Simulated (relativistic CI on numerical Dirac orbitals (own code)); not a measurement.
Calculated levels, Hf³⁵⁺

These numbers are calculated, not measured: Dirac-Coulomb-Breit CI, separate exchange-only KLI orbitals for each configuration, model QED (radiative potential, 1s self-energy scaled to tabulated hydrogen-like ionisation energies), unscaled Slater integrals (own radial code, finite nucleus).

Configuration list (outside the closed core [Ar] 3d10): 4s²4p⁶4d, 4s²4p⁶4f, 4s²4p⁵4d², 4s4p⁶4d², 4s²4p⁵4d4f, 4s4p⁶4d4f, 4s²4p⁶5s, 4s²4p⁶5p, 4s²4p⁶5d, 4p⁶4d³, 4p⁵4d⁴, 4p⁵4d³4f, 4s4p⁶4f², 4s4p⁵4f³, 4p⁶4f³. Double excitations out of closed p, d and f shells are left out; levels of such configurations are missing from the list, as are those of other unlisted configurations, and high levels can miss mixing partners.

The lowest level is 4s²4p⁶4d ²D3/2, with 100 % of that term; Hund's rules for 4s²4p⁶4d give ²D with J = 3/2, in agreement.

```csv
No.,Configuration,Term,J,E (cm⁻¹),%,Next component (%),Landé g,jj configuration (%)
1,4s²4p⁶4d,²D,3/2,0,100,,0.795,4d3/2 (100)
2,4s²4p⁶4d,²D,5/2,132166,99,,1.197,4d5/2 (99)
3,4s²4p⁵4d²,⁴D°,1/2,1169200,88,11 ²P°,0.098,4p3/2^3 4d3/2^2 (87)
4,4s²4p⁵4d²,⁴D°,3/2,1169823,49,22 ⁴F°,1.003,4p3/2^3 4d3/2^2 (95)
5,4s²4p⁵4d²,⁴F°,5/2,1196054,37,21 ²D°,1.028,4p3/2^3 4d3/2^2 (93)
6,4s²4p⁵4d²,⁴G°,7/2,1210868,35,30 ²G°,1.023,4p3/2^3 4d3/2^2 (97)
7,4s²4p⁵4d²,⁴P°,3/2,1266094,31,23 ²P°,1.365,4p3/2^3 4d3/2^2 (90)
8,4s²4p⁵4d²,⁴D°,5/2,1282141,48,24 ⁴P°,1.298,4p3/2^3 4d3/2 4d5/2 (97)
9,4s²4p⁵4d²,⁴G°,9/2,1305539,71,15 ²G°,1.179,4p3/2^3 4d3/2 4d5/2 (99)
10,4s²4p⁵4d²,⁴D°,7/2,1307170,45,34 ⁴F°,1.287,4p3/2^3 4d3/2 4d5/2 (91)
11,4s²4p⁵4d²,⁴D°,3/2,1324814,39,37 ²D°,1.071,4p3/2^3 4d3/2 4d5/2 (90)
12,4s²4p⁵4d²,⁴P°,5/2,1328561,41,34 ²F°,1.222,4p3/2^3 4d3/2 4d5/2 (96)
13,4s²4p⁵4d²,²H°,11/2,1336863,53,47 ⁴G°,1.173,4p3/2^3 4d3/2 4d5/2 (91)
14,4s²4p⁵4d²,²G°,7/2,1346988,45,30 ²F°,1.063,4p3/2^3 4d3/2 4d5/2 (98)
15,4s²4p⁵4d²,⁴P°,1/2,1362176,36,27 ²S°,1.665,4p3/2^3 4d3/2 4d5/2 (97)
16,4s²4p⁵4d²,²F°,7/2,1380618,38,31 ⁴D°,1.172,4p3/2^3 4d3/2 4d5/2 (95)
17,4s²4p⁵4d²,⁴D°,5/2,1385399,40,39 ²D°,1.205,4p3/2^3 4d3/2 4d5/2 (94)
18,4s²4p⁵4d²,²D°,3/2,1395433,31,28 ⁴S°,1.371,4p3/2^3 4d3/2 4d5/2 (95)
19,4s²4p⁵4d²,²G°,9/2,1400321,53,29 ⁴F°,1.142,4p3/2^3 4d3/2 4d5/2 (90)
20,4s²4p⁵4d²,²F°,5/2,1437127,53,29 4s²4p⁶4f ²F°,0.880,4p3/2^3 4d3/2 4d5/2 (59)
21,4s²4p⁵4d²,⁴G°,11/2,1443169,53,47 ²H°,1.183,4p3/2^3 4d5/2^2 (91)
22,4s²4p⁵4d²,²D°,5/2,1460781,52,19 ²F°,1.208,4p3/2^3 4d5/2^2 (96)
23,4s²4p⁵4d²,²F°,7/2,1464216,43,34 ⁴D°,1.217,4p3/2^3 4d5/2^2 (83)
24,4s²4p⁵4d²,²D°,3/2,1477166,34,33 ⁴F°,0.849,4p3/2^3 4d3/2 4d5/2 (83)
25,4s²4p⁵4d²,²G°,9/2,1482879,50,34 ⁴F°,1.152,4p3/2^3 4d5/2^2 (90)
26,4s²4p⁵4d²,²P°,1/2,1500446,65,15 ²S°,1.134,4p3/2^3 4d5/2^2 (88)
27,4s²4p⁵4d²,²P°,1/2,1553018,54,29 ⁴D°,0.706,4p3/2^3 4d3/2 4d5/2 (72)
28,4s²4p⁵4d²,²F°,7/2,1553818,39,26 ⁴D°,1.169,4p3/2^3 4d5/2^2 (79)
29,4s²4p⁵4d²,²P°,3/2,1587698,61,23 ²D°,1.261,4p3/2^3 4d5/2^2 (97)
30,4s²4p⁵4d²,²P°,3/2,1650099,40,21 ⁴S°,1.372,4p3/2^3 4d5/2^2 (82)
31,4s²4p⁵4d²,²D°,5/2,1651919,36,21 ⁴F°,1.139,4p3/2^3 4d5/2^2 (67)
32,4s²4p⁶4f,²F°,5/2,1679445,54,19 4s²4p⁵4d² ²F°,0.844,4f5/2 (54)
33,4s²4p⁶4f,²F°,7/2,1691046,63,22 4s²4p⁵4d² ²G°,1.107,4f7/2 (63)
34,4s²4p⁵4d²,²F°,5/2,1888468,47,34 ⁴G°,0.776,4p1/2 4p3/2^4 4d3/2^2 (73)
35,4s²4p⁵4d²,⁴G°,7/2,1945925,46,25 ²G°,1.018,4p1/2 4p3/2^4 4d3/2 4d5/2 (99)
36,4s²4p⁵4d²,²D°,5/2,1958377,31,20 ²F°,1.066,4p1/2 4p3/2^4 4d3/2 4d5/2 (95)
37,4s²4p⁵4d²,⁴D°,3/2,1968328,39,30 ²D°,1.089,4p1/2 4p3/2^4 4d3/2 4d5/2 (98)
38,4s²4p⁵4d²,⁴P°,1/2,1975876,40,31 ⁴D°,1.654,4p1/2 4p3/2^4 4d3/2 4d5/2 (99)
39,4s²4p⁵4d²,²H°,9/2,1989284,43,37 ²G°,1.045,4p1/2 4p3/2^4 4d3/2 4d5/2 (96)
40,4s²4p⁵4d²,²P°,1/2,2008004,61,25 ⁴D°,0.715,4p1/2 4p3/2^4 4d3/2^2 (87)
41,4s²4p⁵4d²,²D°,3/2,2068269,70,13 ⁴F°,0.853,4p1/2 4p3/2^4 4d3/2^2 (87)
42,4s²4p⁵4d²,⁴D°,7/2,2082380,43,32 ²F°,1.260,4p1/2 4p3/2^4 4d5/2^2 (94)
43,4s²4p⁵4d²,²P°,3/2,2117165,34,31 ²D°,1.269,4p1/2 4p3/2^4 4d5/2^2 (96)
44,4s²4p⁵4d²,²G°,9/2,2117746,44,25 ²H°,1.100,4p1/2 4p3/2^4 4d5/2^2 (96)
45,4s²4p⁵4d²,²F°,5/2,2135708,39,35 ²D°,1.096,4p1/2 4p3/2^4 4d5/2^2 (99)
46,4s²4p⁵4d²,²D°,5/2,2151473,61,15 ⁴D°,1.162,4p1/2 4p3/2^4 4d3/2 4d5/2 (87)
47,4s²4p⁵4d²,²F°,7/2,2162984,66,25 ²G°,1.075,4p1/2 4p3/2^4 4d3/2 4d5/2 (86)
48,4s²4p⁵4d²,²P°,3/2,2165954,62,15 ⁴S°,1.391,4p1/2 4p3/2^4 4d3/2 4d5/2 (89)
49,4s²4p⁵4d²,²P°,1/2,2206971,83,11 ⁴D°,0.664,4p1/2 4p3/2^4 4d5/2^2 (95)
50,4s4p⁶4d²,⁴F,3/2,2575890,59,26 4s²4p⁵4d4f ⁴F,0.464,4s 4d3/2^2 (64)
51,4s4p⁶4d²,⁴F,5/2,2616681,50,21 4s²4p⁵4d4f ⁴F,1.051,4s 4d3/2^2 (53)
52,4s4p⁶4d²,⁴P,1/2,2655641,52,25 4s²4p⁵4d4f ⁴P,2.444,4s 4d3/2^2 (54)
53,4s²4p⁵4d4f,⁴G,5/2,2688980,87,8 ²F,0.615,4p3/2^3 4d3/2 4f5/2 (94)
54,4s4p⁶4d²,⁴F,7/2,2704912,61,26 4s²4p⁵4d4f ⁴F,1.202,4s 4d3/2 4d5/2 (59)
55,4s4p⁶4d²,⁴P,3/2,2726651,56,28 4s²4p⁵4d4f ⁴P,1.592,4s 4d3/2 4d5/2 (61)
56,4s4p⁶4d²,⁴P,5/2,2728129,33,17 4s²4p⁵4d4f ⁴P,1.339,4s 4d3/2 4d5/2 (57)
57,4s²4p⁵4d4f,⁴G,7/2,2730702,57,17 ⁴H,0.944,4p3/2^3 4d3/2 4f5/2 (73)
58,4s4p⁶4d²,⁴F,9/2,2751863,30,18 4s²4p⁵4d4f ²G,1.186,4s 4d3/2 4d5/2 (37)
59,4s²4p⁵4d4f,²I,11/2,2754896,40,37 ⁴I,0.978,4p3/2^3 4d3/2 4f5/2 (99)
60,4s²4p⁵4d4f,⁴D,1/2,2763610,70,23 ²P,0.257,4p3/2^3 4d3/2 4f5/2 (85)
61,4s²4p⁵4d4f,⁴D,3/2,2764737,27,17 ⁴F,1.021,4p3/2^3 4d3/2 4f5/2 (62)
62,4s²4p⁵4d4f,²G,7/2,2779446,24,17 ⁴F,1.086,4p3/2^3 4d3/2 4f7/2 (55)
63,4s²4p⁵4d4f,⁴F,5/2,2785581,33,21 ²D,1.081,4p3/2^3 4d3/2 4f5/2 (81)
64,4s²4p⁵4d4f,⁴H,9/2,2785605,30,22 ⁴G,1.026,4p3/2^3 4d3/2 4f5/2 (58)
65,4s²4p⁵4d4f,²F,5/2,2798135,37,20 4s4p⁶4d² ²F,0.999,4p3/2^3 4d3/2 4f7/2 (33)
66,4s²4p⁵4d4f,⁴G,9/2,2798379,36,20 ²H,1.112,4p3/2^3 4d3/2 4f7/2 (62)
67,4s²4p⁵4d4f,⁴I,13/2,2803104,70,23 ²I,1.105,4p3/2^3 4d3/2 4f7/2 (71)
68,4s²4p⁵4d4f,²F,7/2,2804005,34,30 ⁴G,1.040,4p3/2^3 4d3/2 4f5/2 (81)
69,4s²4p⁵4d4f,²H,11/2,2805881,40,34 ⁴G,1.141,4p3/2^3 4d3/2 4f7/2 (86)
70,4s²4p⁵4d4f,⁴D,7/2,2819288,33,21 ⁴F,1.170,4p3/2^3 4d3/2 4f7/2 (56)
```

Energies count from the lowest computed level; ° marks odd parity. Filled j subshells are mostly left out of the jj labels.

The mean weight of the leading LS term, summed over parents, in these 70 levels is 49 %, and that of the leading jj configuration (from the same eigenvectors) 82 %, so jj coupling describes them better and the LS labels are nominal.

At this charge energies of transitions that change n are usually good to better than 1 %, and those within a shell (Δn = 0) to a few per cent.

LS names give the leading component of a level, which can be under half, so a name can repeat, a term be missing and a line seem to break the LS rules.
